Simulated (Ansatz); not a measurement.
`[MgH][Cl]` + `CCC(=N)[SiH3]` → `C[CH2][Mg][Cl]` + `N=C[SiH3]`  (redistribution)

Calculated with Ansatz (gas phase, PBE0-D4/def2-TZVP geometries, no zero-point term in ΔE). CCSD(T)/CBS is the MP2 limit (def2-TZVPP, def2-QZVPP) plus CCSD(T) − MP2 in def2-TZVPP, frozen cores. DFT in def2-TZVPP. For Mg outer-core shells are correlated without core-valence functions, which leaves a few kJ/mol of doubt a bond. Each species was taken in one conformer, which may not be the lowest.

```csv
level,ΔE (kJ/mol)
r2SCANh-D4,18.1
revPBE,0.6
r2SCAN,15.4
RPA@PBE/def2-TZVPP,12.1
```

(1) What does CCSD(T)/CBS give? (An estimate is asked.)

Largest T1 diagnostic among the species: 0.012.

## Answers

(1) Computed: +8.8 kJ/mol. The listed levels differ from it by 9.3, -8.2, 6.6, 3.3 kJ/mol.

In def2-TZVPP, CCSD(T) changes the Hartree–Fock value by −3.5 kJ/mol (the triples alone add +0.7 kJ/mol) and MP2 by −4.1 kJ/mol. At CCSD(T), def2-SVP lies +11.9 kJ/mol from the extrapolated value and def2-TZVPP +4.6 kJ/mol. From BLYP to BHLYP (50 % exact exchange), in def2-TZVPP and without D4, ΔE moves by +13.2 kJ/mol.
